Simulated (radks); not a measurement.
Species: Xe3+. Configuration: [Kr] 4d10 5s2 5p3. Method: scalar-relativistic Kohn-Sham, PBE, spin-unpolarised, spherical densities, point nucleus; computed with a radial shooting solver on a logarithmic mesh with Libxc functionals.

Local quantities along the radius. ELF = 1/(1 + alpha^2) is the electron localisation function; alpha = (tau - tau_W)/tau_unif compares the Pauli kinetic energy density with that of the uniform gas; -r V(r) is the screened charge that the Kohn-Sham potential presents (atomic units); 4 pi r^2 rho is in e/bohr. tau is taken from the large components.

| r (bohr) | ELF | alpha | -r V(r) | 4 pi r^2 rho |
|---|---|---|---|---|
| 0.001074 | 0.999 | 0.02350 | 53.75 | 2.377 |
| 0.001421 | 0.999 | 0.02375 | 53.65 | 3.829 |
| 0.001881 | 0.999 | 0.02465 | 53.51 | 6.094 |
| 0.002488 | 0.999 | 0.02644 | 53.34 | 9.545 |
| 0.003292 | 0.999 | 0.02949 | 53.11 | 14.63 |
| 0.004356 | 0.999 | 0.03452 | 52.80 | 21.82 |
| 0.005764 | 0.998 | 0.04291 | 52.41 | 31.34 |
| 0.007626 | 0.997 | 0.05753 | 51.89 | 42.90 |
| 0.01009 | 0.993 | 0.08478 | 51.22 | 55.11 |
| 0.01335 | 0.981 | 0.1403 | 50.37 | 65.33 |
| 0.01767 | 0.934 | 0.2648 | 49.29 | 70.25 |
| 0.02337 | 0.764 | 0.5559 | 47.95 | 68.25 |
| 0.03093 | 0.448 | 1.111 | 46.30 | 62.73 |
| 0.04125 | 0.321 | 1.454 | 44.23 | 62.58 |
| 0.05458 | 0.496 | 1.008 | 41.87 | 74.17 |
| 0.07221 | 0.721 | 0.6225 | 39.11 | 88.95 |
| 0.09555 | 0.716 | 0.6297 | 35.91 | 88.24 |
| 0.1264 | 0.436 | 1.138 | 32.32 | 71.64 |
| 0.1673 | 0.354 | 1.352 | 28.46 | 65.98 |
| 0.2213 | 0.659 | 0.7194 | 24.54 | 76.36 |
| 0.2928 | 0.753 | 0.5725 | 20.61 | 66.89 |
| 0.3875 | 0.369 | 1.308 | 16.86 | 36.33 |
| 0.5127 | 0.269 | 1.649 | 13.43 | 25.65 |
| 0.6783 | 0.738 | 0.5954 | 10.45 | 29.87 |
| 0.8975 | 0.692 | 0.6667 | 7.876 | 21.68 |
| 1.197 | 0.336 | 1.406 | 5.968 | 9.794 |
| 1.584 | 0.364 | 1.321 | 4.854 | 5.220 |
| 2.096 | 0.686 | 0.6761 | 4.213 | 3.004 |
| 2.773 | 0.573 | 0.8629 | 3.718 | 1.017 |
| 3.669 | 0.131 | 2.573 | 3.503 | 0.1576 |
| 4.854 | 0.004 | 15.31 | 3.261 | 0.008969 |
| 6.423 | 0.000 | 209.3 | 3.073 | 0.0001385 |

On this mesh the ELF has minima near r = 0.041, 0.14, 0.45, 1.4 bohr, which separate the shells, and maxima near 0.083 (0.75), 0.29 (0.75), 0.78 (0.76), 2.4 (0.69).
